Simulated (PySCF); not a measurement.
These 3 structures share the formula GeH7NSi. Theory: PySCF, PBE0-D3(BJ)/def2-SVP geometry optimisation, gas phase. One conformer each; no zero-point energy, no entropy. No frequencies were run at this level. Point groups hold within 0.08 Å.

Question: Order them by energy at this level, lowest first, and give relative energies in kJ/mol.
A. `[NH2:1][SiH2:2][GeH3:3]` with H–N1–Si2–Ge3 172° and -48°
B. `[SiH3][NH][GeH3]`
C. `[NH2:1][GeH2:2][SiH3:3]` with H–N1–Ge2–Si3 177° and -60°

Answer: A (0.0), B (11.3), C (40.7).

| SMILES | E (Eh) | E rel (kJ/mol) | dipole (D) | point group | A, B, C (MHz) |
| --- | --- | --- | --- | --- | --- |
| N[SiH2][GeH3] | -2424.62686 | 0.0 | 1.60 | – | 13539, 2255, 2033 |
| [SiH3][NH][GeH3] | -2424.62256 | 11.3 | 0.99 | – | 23121, 1997, 1923 |
| [NH2][GeH2][SiH3] | -2424.61137 | 40.7 | 1.23 | – | 10312, 2938, 2434 |
